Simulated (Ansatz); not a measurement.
C3H9PSi (`P[SiH2]C1CC1`). The species carries charge 0 and has multiplicity 1.

Z-matrix (Å, degrees):
```
Si
C 1 1.853
P 1 2.256 2 115.1
H 1 1.491 2 107.7 3 119.6
H 1 1.489 2 111.4 3 -121.5
C 2 1.509 1 119.9 3 -152.0
C 2 1.508 1 119.5 3 -82.8
H 2 1.086 1 116.0 3 62.2
H 3 1.422 1 93.4 2 -50.3
H 3 1.422 1 93.5 2 43.3
H 6 1.084 2 118.2 1 0.6
H 6 1.083 2 117.5 1 -142.9
H 7 1.084 2 118.2 1 -1.2
H 7 1.083 2 117.6 1 142.3
```

What are the harmonic wavenumbers in cm⁻¹ at PBE0-D4/def2-TZVP (Ansatz, finite differences of forces, unscaled)? (Best estimate.)

Ansatz gave: 59, 111, 139, 232, 266, 430, 455, 597, 637, 696, 790, 807, 824, 850, 904, 930, 947, 1037, 1063, 1085, 1090, 1126, 1195, 1228, 1317, 1468, 1504, 2201, 2209, 2398, 2408, 3141, 3146, 3157, 3221, 3235.

Is this a minimum?

Yes, all 36 modes are real.

Give the ideal-gas thermochemistry at 298.15 K and 1 bar (rigid rotor, harmonic oscillator; point group C1, symmetry number 1).

Zero-point energy 280.5 kJ/mol; H(298) − E = 302.9 kJ/mol; entropy 359.1 J/(mol·K), of which translation 166.8, rotation 115.1, vibration 77.2; G(298) − E = 195.9 kJ/mol. Modes under 100 cm⁻¹ are hindered rotations or soft bends, so the harmonic entropy is rough.
